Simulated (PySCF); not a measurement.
C3H5, charge -1, singlet, geometry from GFN2-xTB (in this run its highest filled SCF level lies above zero, so its values depend strongly on the basis, on diffuse functions most of all). Base run: DF-TPSS/STO-3G (PySCF).

PySCF was given this input:
```python
from pyscf import gto, scf, dft

mol = gto.Mole()
mol.atom = '''
    C    -0.010751    0.960170    0.093412
    C     0.755777   -0.344508    0.026624
    C    -0.748251   -0.360884    0.021847
    H    -0.012597    1.431798   -0.941996
    H     1.255392   -0.743614   -0.876342
    H     1.261661   -0.709388    0.929634
    H    -1.251796   -0.736753    0.921650
    H    -1.233312   -0.770710   -0.884248
'''
mol.basis = 'sto-3g'
mol.charge = -1
mol.spin = 0
mol.verbose = 4
mol.build()

mf = dft.RKS(mol)
mf.xc = 'tpss'
mf = mf.density_fit(auxbasis='def2-universal-jkfit')
mf.kernel()
```

Each row names what was changed in the base input (with any setting that the change needs).

| change | basis functions | E (Eh) | HOMO (eV) | HOMO-LUMO gap (eV) | core-seconds (rough) |
|---|---|---|---|---|---|
| base | 20 | -115.69325 | 8.20 | 7.49 | 4 |
| basis = pcseg-0 | 37 | -116.91167 | 3.50 | 3.62 | 6 |
| basis = def2-SV(P) | 52 | -117.13607 | 3.22 | 3.50 | 7 |
| basis = 6-31G* | 52 | -117.21422 | 3.62 | 4.39 | 9 |
| basis = 6-31+G* | 64 | -117.24538 | 2.27 | 1.85 | 10 |
| basis = pc-1 | 67 | -117.21469 | 2.93 | 3.39 | 10 |
| basis = 6-311G** | 84 | -117.26189 | 2.99 | 3.19 | 10 |
| basis = def2-SVPD | 100 | -117.16611 | 2.49 | 2.43 | 10 |
| basis = 6-311++G** | 101 | -117.27706 | 2.15 | 1.10 | 20 |
| basis = 6-311+G(2d,p) | 111 | -117.27918 | 2.18 | 1.89 | 20 |
| basis = aug-pcseg-1 | 114 | -117.22957 | 2.00 | 0.78 | 20 |
| basis = aug-cc-pVDZ | 114 | -117.26090 | 2.08 | 0.93 | 20 |
| basis = cc-pVTZ | 160 | -117.27892 | 2.72 | 3.18 | 30 |

Totals compare only among sets that treat the same electrons; sets with core potentials leave the core out.
